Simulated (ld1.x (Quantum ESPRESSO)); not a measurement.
**What the settings do to the RRKJ potential of Nb (Z = 41)**

Base potential:

```json
{"Element": "Nb (Z = 41)", "Generator": "ld1.x (Quantum ESPRESSO) 7.5", "Type": "norm-conserving RRKJ (Kleinman–Bylander form)", "Functional": "LDA (PZ)", "Relativity": "fully relativistic", "Frozen core": "[Ar] 3d10", "Valence charge": "13", "Reference configuration": "4s2 4p6 4d4 5s0.75 5p0.25", "Partial waves": "4s (bound): rc 2.05 bohr; 4p (bound): rc 1.45 bohr; 4d (bound): rc 2.20 bohr", "Local potential": "the d channel", "Core correction": "Bessel-smoothed model core inside 1.10 bohr", "rho0": "0.02"}
```

Open shells are filled in proportion to 2j + 1 (rel_dist='average').

Occupied shells without a wave of their own: 5p, 5s. They enter only through the test configuration that unscreens the potential, and ld1.x also counts them in the model core charge.

All-electron outer shells of the reference configuration (LDA (PZ), scalar-relativistic, ld1.x):

```tsv
shell	level (eV)	outermost node (bohr)	outermost maximum (bohr)
3p	-346.80	0.17	0.39
3d	-196.92	–	0.33
4s	-58.79	0.53	1.02
4p	-34.94	0.54	1.12
5s	-4.42	1.40	3.04
4d	-3.51	0.55	1.51
5p	-1.42	1.62	4.15
```

Cutoffs, loose and tight: the cutoffs (Ry, on a coarse ladder) from which the occupation-weighted sum of valence levels, in a spherical-Bessel basis at the reference potential, stays within 10 and 1 mRy of its value at 400 Ry. They do not see the model core or the augmentation charge, which bear on the density cutoff. Test errors are all-electron minus pseudo excitation energies from the reference, over the configurations 4s2 4p6 4d4 5s1 5p0; 4s2 4p6 4d4 5s0 5p0; 4s2 4p6 4d3 5s0 5p0; 4s1 4p6 4d4 5s1 5p0; 4s2 4p6 4d5 5s0 5p0; 4s2 4p6 4d3 5s1 5p0; 4s2 4p5 4d4 5s1 5p0. A dash means not determined; rows that change the core or the reference have their own tests.

With those shells counted twice in exchange and correlation these files are broken, and their errors move erratically; no question is asked of them.

| change | outcome | cutoff, loose | cutoff, tight | bound ghosts | largest test error (meV) |
| --- | --- | --- | --- | --- | --- |
| base | generated | 70 Ry | 100 Ry | none | -126 |
| wave 4s (bound): rc 2.05 bohr becomes 4s (bound): rc 1.28 bohr | generated | 100 Ry | 120 Ry | none | -211 |
| wave 4s (bound): rc 2.05 bohr becomes 4s (bound): rc 1.48 bohr | generated | 70 Ry | 100 Ry | none | -241 |
| wave 4s (bound): rc 2.05 bohr becomes 4s (bound): rc 1.72 bohr | generated | 70 Ry | 100 Ry | none | -274 |
| wave 4s (bound): rc 2.05 bohr becomes 4s (bound): rc 1.86 bohr | generated | 70 Ry | 100 Ry | none | -254 |
| wave 4s (bound): rc 2.05 bohr becomes 4s (bound): rc 2.10 bohr | generated, misses its reference levels by 0.15 eV | 70 Ry | 100 Ry | none | -120 |
| wave 4s (bound): rc 2.05 bohr becomes 4s (bound): rc 2.32 bohr | generated, misses its reference levels by 0.39 eV | 70 Ry | 100 Ry | none | +272 |
| wave 4s (bound): rc 2.05 bohr becomes 4s (bound): rc 2.56 bohr | generated, misses its reference levels by 0.74 eV | 70 Ry | 100 Ry | none | +798 |
| wave 4s (bound): rc 2.05 bohr becomes 4s (bound): rc 2.74 bohr | failed: the pseudo-atom did not reach self-consistency | – | – | – | – |
| wave 4s (bound): rc 2.05 bohr becomes 4s (bound): rc 2.90 bohr | failed: run_pseudo: Errors in PS-KS equation | – | – | – | – |
| wave 4s (bound): rc 2.05 bohr becomes 4s (bound): rc 3.06 bohr | failed: run_pseudo: Errors in PS-KS equation | – | – | – | – |

Reading the sweep of the s radius (base included, trends over the rows without a ghost): The loose cutoff falls from 100 Ry at 1.28 to 70 Ry at 2.56 bohr. A larger radius leaves more room for a smooth pseudo-wave, so fewer plane waves are needed; a smaller one forces it to follow the all-electron wave where it bends sharply. The median size of the test errors (rows with all tests solved) rises from 60.3 meV at 1.28 to 383.4 meV at 2.56 bohr, with one reversal. More of the atom is replaced by a form fitted at one configuration, so other configurations suffer as the radius grows. The generation fails at 2.74, 2.9, 3.06 bohr.
